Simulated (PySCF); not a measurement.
All of these have the formula CH11FSi4. Method: TDDFT CAM-B3LYP/def2-SVPD, vertical, gas phase, core orbitals frozen in the response (PySCF). Geometries: GFN2-xTB; one conformer of each isolated species. Triplets are in the Tamm–Dancoff approximation.

Question: Rank by computed lowest singlet excitation energy, highest first.
A. `F[SiH2][SiH2]C([SiH3])[SiH3]`
B. `F[SiH2][Si@H]([SiH3])C[SiH3]`
C. `C[Si@H](F)[SiH]([SiH3])[SiH3]`
D. `F[SiH2]C[SiH]([SiH3])[SiH3]`
E. `F[Si@@H]([SiH3])[SiH2]C[SiH3]`

Answer: D (6.75 eV), A (6.49 eV), C (6.18 eV), B (5.92 eV), E (5.72 eV).

```tsv
SMILES	S1 (eV)	HOMO (eV)	f (S1)	LUMO (eV)	gap (eV)	S1 mainly
F[SiH2]C[SiH]([SiH3])[SiH3]	6.75	-9.46	0.127	0.43	9.89	H→L (79%)
F[SiH2][SiH2]C([SiH3])[SiH3]	6.49	-9.86	0.021	0.10	9.96	H→L (90%)
C[Si@H](F)[SiH]([SiH3])[SiH3]	6.18	-9.38	0.063	0.12	9.50	H→L (87%)
F[SiH2][Si@H]([SiH3])C[SiH3]	5.92	-9.33	0.078	-0.20	9.13	H→L (92%)
F[Si@@H]([SiH3])[SiH2]C[SiH3]	5.72	-9.38	0.022	-0.21	9.17	H→L (95%)
```

H and L stand for HOMO and LUMO.

- `F[SiH2]C[SiH]([SiH3])[SiH3]`: Löwdin shares by element: HOMO silicon 73% or more, carbon 5% (atoms not listed hold the other 22%); LUMO silicon 62% or more, hydrogen 9% or more (atoms not listed hold the other 29%).
- `F[SiH2][SiH2]C([SiH3])[SiH3]`: Löwdin shares by element: HOMO silicon 52% or more, carbon 12%, fluorine 10% (atoms not listed hold the other 26%); LUMO silicon 52% or more, hydrogen 15% or more (atoms not listed hold the other 34%).
- `C[Si@H](F)[SiH]([SiH3])[SiH3]`: Löwdin shares by element: HOMO silicon 62% or more, carbon 9% (atoms not listed hold the other 29%); LUMO silicon 64% or more, hydrogen 6% or more (atoms not listed hold the other 30%).
- `F[SiH2][Si@H]([SiH3])C[SiH3]`: Löwdin shares by element: HOMO silicon 56% or more, carbon 12% (atoms not listed hold the other 32%); LUMO silicon 62% or more, hydrogen 8% or more (atoms not listed hold the other 30%).
- `F[Si@@H]([SiH3])[SiH2]C[SiH3]`: Löwdin shares by element: HOMO silicon 67% or more, fluorine 9% (atoms not listed hold the other 24%); LUMO silicon 65% or more, hydrogen 7% or more (atoms not listed hold the other 28%).
